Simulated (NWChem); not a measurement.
# GePH₅; SMILES [PH2][GeH3]

Results from NWChem. Structure relaxed at the PBE-D3(BJ)/def2-SVP level. B3LYP is NWChem's, with the RPA form of VWN correlation.

Problem. What does the run give for B3LYP/def2-SVP? Quantities: highest occupied level (eV); orbital gap (eV); dipole (D).

Solution. 
```yaml
highest occupied level (eV): -7.31
orbital gap (eV): 7.50
dipole (D): 0.69
```
